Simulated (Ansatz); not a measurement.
The cluster B₃F₃. Total charge 0; singlet. Geometry PBE0-D4/def2-SVP, basis def2-TZVP, Ansatz.

```tsv
atom	x (Å)	y (Å)	z (Å)
B1	0.445	-0.532	0.837
B2	-0.686	0.703	-0.465
B3	0.462	-0.328	-0.712
F4	0.225	-0.507	2.102
F5	1.148	-0.815	-1.769
F6	-1.594	1.479	0.007
```

```json
{"run": "A", "HOMO (eV)": "-5.19", "LUMO (eV)": "-4.15"}
{"run": "B", "HOMO (eV)": "-5.35", "LUMO (eV)": "-3.97"}
{"run": "C", "HOMO (eV)": "-6.22", "LUMO (eV)": "-3.27"}
{"run": "D", "HOMO (eV)": "-5.11", "LUMO (eV)": "-4.04"}
```

The structure comes from a short search, and lower isomers may exist.

The runs used PBE, PBE0, r2SCAN, revPBE. Estimate which is which.

A PBE (0 % exact exchange); B r2SCAN (0 % exact exchange); C PBE0 (25 % exact exchange); D revPBE (0 % exact exchange). Exact exchange lowers occupied and raises empty levels; among semilocal functionals meta-GGAs tend to open the gap a little, and such runs are hard to tell apart. The gap grows from 1.04 eV (PBE) to 2.94 eV (PBE0).
